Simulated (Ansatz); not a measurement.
Consider the cleavage of the Si–Sn bond: `[SnH3][SiH]1CO1` + H₂S → `S[SiH]1CO1` + `[SnH4]`.

Gas-phase electronic energies from Ansatz, PBE0-D4/def2-TZVP geometries. CCSD(T)/CBS is the MP2 limit (def2-TZVPP, def2-QZVPP) plus CCSD(T) − MP2 in def2-TZVPP, frozen cores. This one scheme is used for every species. Functionals use def2-TZVPP. B3LYP here is the variant with VWN-RPA as its local correlation; programs differ in this. Elements past krypton have def2 core potentials. For Sn outer-core shells are correlated without core-valence functions, which leaves a few kJ/mol of doubt a bond. One conformer a species, not always the lowest.

Problem. Is it downhill or uphill in electronic energy at CCSD(T)/CBS, and by how much? (Estimate.)

Solution. The calculation gave: Downhill: ΔE = -34.9 kJ/mol.

Problem. What do these levels give: revPBE-D4, B97M-V, B3LYP-D4, r2SCAN, B3LYP, r2SCAN0, BHLYP, LC-ωPBE, CCSD/def2-SVP, HF/def2-TZVPP, CCSD/def2-TZVPP, CCSD(T)/def2-TZVPP? (Estimate.)

Solution. Computed: revPBE-D4 -35.7, B97M-V -50.8, B3LYP-D4 -37.3, r2SCAN -41.4, B3LYP -37.9, r2SCAN0 -42.3, BHLYP -42.7, LC-ωPBE -42.4, CCSD/def2-SVP -33.4, HF/def2-TZVPP -48.0, CCSD/def2-TZVPP -39.3, CCSD(T)/def2-TZVPP -39.0 kJ/mol.

Largest T1 diagnostic among the species: 0.015.

In def2-TZVPP, CCSD(T) changes the Hartree–Fock value by +9.0 kJ/mol (the triples alone add +0.3 kJ/mol) and MP2 by +5.9 kJ/mol. Leaving LDA and LC-ωPBE aside and taking each functional with its dispersion term where it has one, the values, not all of them listed here, spread over 17.7 kJ/mol, from B97M-V to PBE-D4.
